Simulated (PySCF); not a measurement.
C₆H₆O₄.
Structure used (GFN2-xTB), in Å, numbered top down from 1:
```
atom  x, y, z in Å
C1     2.9524    1.0171   -0.5109
O2     1.5531    0.8494   -0.3473
C3     1.1548   -0.3876   -0.0035
O4     1.9107   -1.3156    0.1625
C5    -0.2905   -0.4770    0.1437
C6    -1.0784   -1.5498    0.4803
C7    -2.4111   -1.0962    0.4824
C8    -2.3429    0.2305    0.1453
O9    -3.3187    1.1284    0.0052
O10   -1.0812    0.6202   -0.0620
H11    3.1022    2.0570   -0.7895
H12    3.3260    0.3516   -1.2922
H13    3.4741    0.7894    0.4214
H14   -0.7252   -2.5366    0.6961
H15   -3.2973   -1.6528    0.6989
H16   -2.9356    1.9810   -0.2417
```

The closed-shell SCF was solved with PySCF and density fitting under several settings on one GFN2-xTB geometry (grid level 2 and gas phase unless stated).

```csv
settings,basis functions,SCF cycles,E (Eh),HOMO (eV),LUMO (eV),dipole (D)
PBE0/pcSseg-1,200,15,-532.4922,-6.46,-0.99,2.59
PBE0/def2-SVPD,260,15,-532.1899,-6.52,-1.12,2.58
"mPW1PW91/pcSseg-1, energy threshold 1e-07 Eh, fitting basis def2-qzvpp-jkfit",200,10,-532.9436,-6.50,-1.02,2.57
```

Q: Estimate the rows for these settings: (1) HSE06/pcSseg-1, start guess huckel; (2) PBE0/def2-SVP, start guess huckel; (3) HF/3-21G.

A: 
| settings | basis functions | SCF cycles | E (Eh) | HOMO (eV) | LUMO (eV) | dipole (D) |
| --- | --- | --- | --- | --- | --- | --- |
| HSE06/pcSseg-1, start guess huckel | 200 | 18 | -532.5394 | -6.08 | -1.37 | 2.59 |
| PBE0/def2-SVP, start guess huckel | 170 | 16 | -532.1557 | -6.34 | -0.84 | 2.63 |
| HF/3-21G | 102 | 13 | -527.1687 | -8.65 | 2.90 | 1.88 |

Q: Over all rows, what range does the HOMO–LUMO gap span?

A: From 4.71 eV (HSE06/pcSseg-1, start guess huckel) to 11.55 eV (HF/3-21G). The functional of the narrowest has 25 % exact exchange at short range alone, that of the widest 100 % exact exchange.

Q: And the dipole moment?

A: From 1.88 D (HF/3-21G) to 2.63 D (PBE0/def2-SVP, start guess huckel); the largest is 1.40 times the smallest, and the median is 2.58 D.

Q: Compare two rows with the functional PBE0: PBE0/pcSseg-1 and PBE0/def2-SVPD. Which energy is lower, and by how much?

A: PBE0/pcSseg-1 (200 functions) lies 0.3023 Eh or 190 kcal/mol below PBE0/def2-SVPD (260 functions). The smaller set gives the lower energy; the two sets aren't nested, so the variational bound doesn't order them by size.

Cycle counts include a coarse-grid stage where the run had one.

One conformer stands for the species.
